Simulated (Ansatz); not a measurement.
Computed with Ansatz on PBE0-D4/def2-TZVP structures; ΔE is electronic, products minus reactants. CCSD(T)/CBS is the MP2 limit (def2-TZVPP, def2-QZVPP) plus CCSD(T) − MP2 in def2-TZVPP, frozen cores. This one scheme is used for every species. DFT in def2-TZVPP. B3LYP here is the variant with VWN-RPA as its local correlation; programs differ in this. For Se outer-core shells are correlated without core-valence functions, which leaves a few kJ/mol of doubt a bond. Scalar relativity is left out up to krypton. Each species was taken in one conformer, which may not be the lowest.

Consider the formal exchange of groups at the Se–Si bond: `[SiH3]N[SiH2][SeH]` + `C=CF` → `C=C(F)[SeH]` + `[SiH3]N[SiH3]`.

(1) Is it downhill or uphill in electronic energy at CCSD(T)/CBS, and by how much? (Best estimate.)

(2) What do these levels give: PBE0-D4, B3LYP-D4, ωB97M-V, PBE, r2SCAN, PBE0, B3LYP, HF/def2-TZVPP, MP2/def2-TZVPP, SCS-MP2/def2-TZVPP, CCSD(T)/def2-TZVPP, MP2/def2-QZVPP? (Best estimate.)

Largest T1 diagnostic among the species: 0.012.

## Answers

(1) Computed: Uphill: ΔE = +119.7 kJ/mol.

(2) The calculation gave: PBE0-D4 118.5, B3LYP-D4 114.7, ωB97M-V 116.1, PBE 110.4, r2SCAN 114.9, PBE0 116.1, B3LYP 111.1, HF/def2-TZVPP 121.9, MP2/def2-TZVPP 114.8, SCS-MP2/def2-TZVPP 111.4, CCSD(T)/def2-TZVPP 113.2, MP2/def2-QZVPP 118.4 kJ/mol.

From PBE to PBE0 (25 % exact exchange), in def2-TZVPP and without D4, ΔE moves by +5.8 kJ/mol. In def2-TZVPP, CCSD(T) changes the Hartree–Fock value by −8.7 kJ/mol (the triples alone add −1.7 kJ/mol) and MP2 by −7.2 kJ/mol. The D4 term adds +3.7 kJ/mol with B3LYP and +2.4 kJ/mol with PBE0; it sums over pairs of atoms, weighted by their polarisabilities, and B3LYP, whose exchange is more repulsive, gets the larger term.
